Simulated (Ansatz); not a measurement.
The cluster SnPt₄⁻, relaxed as a doublet with UKS PBE-D4/def2-SVPD in Ansatz, starting from the GFN2-xTB geometry. Force threshold 0.02 eV/Å.

In the def2 sets Pt, Sn take a core potential; there is no spin–orbit coupling. The charge -1 doublet is spin-contaminated (final ⟨S²⟩ up to 0.90, 0.75 for a pure state). Another isomer (doublet) lies 0.77 eV lower at PBE0-D4/def2-TZVPD; other spin states weren't run for this one.

Start:

```xyz
5

Pt   -0.602   -0.495   -0.183
Pt    0.088    1.129    1.662
Pt    0.515    1.621   -1.072
Pt   -1.927   -2.337   -0.726
Sn    1.926    0.082    0.318
```

| step | energy (eV) | largest force component (eV/Å) | SCF passes |
| --- | --- | --- | --- |
| 1 | -18832.5534 | 2.525 | 99 |
| 2 | -18832.8232 | 1.371 | 81 |
| 3 | -18832.9559 | 0.120 | 61 |
| 4 (rejected) | -18832.9395 | 0.509 | 81 |
| 5 | -18832.9601 | 0.210 | 72 |
| 6 | -18832.9689 | 0.076 | 68 |
| 7 | -18832.9700 | 0.009 | 56 |
| 8 | -18832.9700 | 0.002 | 56 |

Force components are those of the run's own axes.

End:

Cartesian coordinates in Å:
```
Pt -0.729 -0.399 -0.192
Pt 0.127 1.314 1.603
Pt 0.533 1.776 -0.942
Pt -1.779 -2.499 -0.727
Sn 1.849 -0.193 0.257
```

By distances, no bond broke or formed. The bond that changes most is Pt2–Pt3, from 2.81 to 2.62 Å (atoms count from 1).

The force fell under the threshold at step 7, but the optimiser went on. No frequencies were taken in this run, so the end may be a saddle point.

Run time 72 s (4 threads of Arm Neoverse V2 on a shared host).
